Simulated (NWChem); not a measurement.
System: ZnSiH₃OF; SMILES [F][Zn][O][SiH3]

```xyz
7

Zn     0.0745    -0.8465     0.0001
F     -0.2516    -2.5467    -0.0002
O      0.4910     0.8560    -0.0003
Si    -0.1909     2.3528     0.0000
H     -1.0501     2.5711    -1.2103
H      0.8836     3.3902     0.0057
H     -1.0587     2.5668     1.2049
```
Atoms are numbered in this order, from 1.

Structure relaxed at the PBE0/def2-SVP level.

Question: List the 4 lowest vertical singlet excitations from PBE/def2-SVP, TDA (NWChem).

Answer: 
```csv
state,energy (eV),oscillator strength,leading excitation (squared amplitude)
S1,4.61,0.003,HOMO → LUMO (1.00)
S2,4.87,0.015,HOMO−1 → LUMO (0.99)
S3,5.81,0.009,HOMO−2 → LUMO (0.99)
S4,5.82,0.009,HOMO−3 → LUMO (0.99)
```
